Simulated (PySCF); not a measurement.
C3H6NO, doublet, geometry from GFN2-xTB. Base run: MN15/6-31G (PySCF).

PySCF was given this input:
```python
from pyscf import gto, scf, dft

mol = gto.M(
    atom='''
C     1.59032029   -0.66595976    0.14431730
N     0.22700443   -0.20733053    0.01518478
C    -0.77581277   -1.25726267   -0.14671598
C    -0.06607100    1.07145081    0.04435012
O    -1.10281318    1.68342370   -0.04115406
H     2.25099216    0.19020887    0.25891250
H     1.69098667   -1.31572877    1.01771692
H     1.88640267   -1.23077096   -0.74364888
H    -1.75386421   -0.79016301   -0.23269650
H    -0.56778087   -1.83686848   -1.04829343
H    -0.76388112   -1.92212378    0.71923980
''',
    basis='6-31g',
    spin=1,
    verbose=3,
)

mf = dft.UKS(mol)
mf.xc = 'mn15'
mf.kernel()
```

Each row names what was changed in the base input (with any setting that the change needs).

| change | ΔE vs base (µEh) | grid points | electrons on the grid |
|---|---|---|---|
| base | 0.0 | 129192 | 39.00002 |
| grids.atom_grid = (150, 974) | 13.1 | 886984 | 39.00000 |
| small_rho_cutoff = 0 | 0.0 | 129192 | 39.00002 |
| grids.level = 1 | 316 | 40672 | 38.99995 |
| grids.atom_grid = (75, 302) | -0.2 | 159368 | 39.00002 |
| grids.prune = dft.gen_grid.sg1_prune | 23.2 | 57552 | 38.99996 |
| grids.atom_grid = (99, 590) | 12.5 | 355040 | 39.00000 |
| grids.prune = dft.gen_grid.treutler_prune | -1.7 | 111480 | 39.00002 |
| grids.level = 7 | 12.7 | 732128 | 39.00000 |
| grids.atom_grid = (50, 194) | 16.5 | 72392 | 38.99998 |
| grids.level = 2 | 1.3 | 88056 | 39.00002 |

Open shells are given as the SCF converged; they aren't shown to be the lowest states, and a large step between rows can be another state.
